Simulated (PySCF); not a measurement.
Vertical excitations of a molecule C4H8BF from TDA-PBE/def2-SVPD run with PySCF, as energy in eV (oscillator strength): 4.66 (0.001), 5.83 (0.061), 6.13 (0.007), 6.58 (0.271), 6.82 (0.006), 6.89 (0.009), 6.92 (0.001), 7.07 (0.023), 7.48 (0.008), 7.69 (0.014). Lowest triplet (TDA): 3.89 eV. Coordinates come from a PBE0-D3(BJ)/def2-SVP optimisation. The values are those of a single conformer.

Question: Identify the compound among the candidates.
A) C=CCB(C)F
B) CB(C)/C=C\F
C) C/C=C/B(C)F
D) C=CB(F)CC

Answer: D, C=CB(F)CC
